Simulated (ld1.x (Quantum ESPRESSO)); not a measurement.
**Configuration tests for boron (B) (TM)**

B, norm-conserving Troullier–Martins (Kleinman–Bylander form), made with ld1.x (Quantum ESPRESSO) 7.5 (PBE, scalar-relativistic). Core [He], reference 2s2 2p1. Waves: 2p (bound): rc 3.70 bohr; 3d channel at 0.2 Ry: rc 3.20 bohr; 2s (bound): rc 1.50 bohr. Local part: the s channel. Core correction: a·sin(br)/r model core, default radius (core density twice the valence density).

Energies are relative to the spin-unpolarised reference configuration 2s2 2p1; without spin polarisation the order of configurations can differ from experiment.

Q: Give the all-electron excitation energy and the error of the potential for: 2s2 2p0; 2s1 2p0; 2s2 2p0.5; 2s2 2p1.3; 2s0 2p3; 2s1 2p2; 2s1 2p1.

A:

```
valence configuration  charge  ΔE all-electron (eV)  error AE − PS (meV)
              2s2 2p0      +1                 8.220                 +183
              2s1 2p0      +2                33.642                 +528
            2s2 2p0.5    +0.5                 2.887                  +27
            2s2 2p1.3    -0.3                -0.738                 +2.7
              2s0 2p3       0                11.721                 -161
              2s1 2p2       0                 5.851                  -40
              2s1 2p1      +1                14.361                  -96
```

Levels in the configuration 2s2 2p1.3:

```
level  all-electron (eV)  pseudo (eV)
   2s             -7.060       -7.055
   2p             -1.382       -1.394
```
